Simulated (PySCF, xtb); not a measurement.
C4H2BrF, SMILES C#C/C=C(\F)Br.

Geometry: PBE-D3(BJ)/def2-SVP. The structure was generated by enumeration; whether it is a known compound was not checked.

Level of theory: C-PCM-M06-2X/def2-SVP (PySCF).

The values are the electrostatic part of the solvation free energy, E(continuum) − E(gas) at the gas-phase geometry, in a cavity of scaled van der Waals radii (PySCF's table); cavitation and dispersion terms are not included. In vacuum the orbital gap is 7.71 eV. The dipole moment in vacuum is 0.98 D.

Computed values in water (ε = 78.36), N,N-dimethylformamide (ε = 37.22), 2-propanol (ε = 19.26):
```csv
solvent,ε,ΔG(elec) (kcal/mol),dipole (D),gap (eV)
water,78.36,-3.5,1.27,7.73
"N,N-dimethylformamide",37.22,-3.4,1.26,7.73
2-propanol,19.26,-3.3,1.26,7.73
```

For comparison, GFN2-xTB/ALPB(water) (xtb, at the GFN2-xTB geometry, all terms of that model) gives -1.7 kcal/mol.
